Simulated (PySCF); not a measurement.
# `FC(F)[C@@H]1OC[C@@H]1F`, C4H5F3O

Cartesian coordinates in Å; atom numbers follow the order of the lines, from 1:
```xyz
13

F     2.1041    0.4658    1.6117
C     1.4279   -0.2932    0.7248
F     2.3484   -0.7985   -0.1270
C     0.4239    0.5630   -0.0512
O    -0.6645    1.0036    0.7547
C    -1.6195    0.2277    0.0220
C    -0.5345   -0.2313   -0.9550
F    -0.3296   -1.5798   -0.9815
H     0.9552   -1.1245    1.2679
H     0.9559    1.3956   -0.5241
H    -2.0406   -0.5806    0.6246
H    -2.4151    0.8467   -0.3948
H    -0.6158    0.1060   -1.9898
```

Computed with TDDFT BHandHLYP/def2-SVPD circular dichroism and optical rotation, one conformer, gas phase (PySCF). Geometry: GFN2-xTB.

The molecule is flexible and this is one conformer; a measurement averages over conformers. States above about 9.8 eV (minus the energy of the highest occupied orbital) lie near or above the ionisation threshold and depend on the basis.

Stereocentres: C4 R, C7 S.

Problem. Give the optical rotatory dispersion at 633, 589.3, 546, 436, 405, 365, 355 nm.

Solution. [α] in deg dm⁻¹ (g/mL)⁻¹:
| λ (nm) | origin-invariant length gauge | modified velocity gauge | length gauge (centre of mass) | isotropic polarisability (au) |
| --- | --- | --- | --- | --- |
| 633 | +4.3 | +11.1 | +2.9 | 50.8 |
| 589.3 | +5.2 | +13.1 | +3.5 | 50.9 |
| 546 | +6.3 | +15.6 | +4.3 | 51.0 |
| 436 | +11.7 | +27.0 | +8.5 | 51.5 |
| 405 | +14.5 | +32.6 | +10.8 | 51.8 |
| 365 | +20.1 | +43.2 | +15.3 | 52.2 |
| 355 | +21.9 | +46.7 | +16.8 | 52.3 |

Problem. And for the mirror image at 589.3 nm?

Solution. -5.2 deg dm⁻¹ (g/mL)⁻¹ (origin-invariant length gauge): the same size and the opposite sign.

Problem. What is the molar rotation [Φ] = [α]·M/100 of the geometry above at 589.3 nm?

Solution. With M = 126.08 g/mol, +6.5 deg cm² dmol⁻¹ (origin-invariant length gauge).

The first excitation lies at 7.85 eV (158 nm) with R = +1.6 × 10⁻⁴⁰ esu² cm² (velocity form).
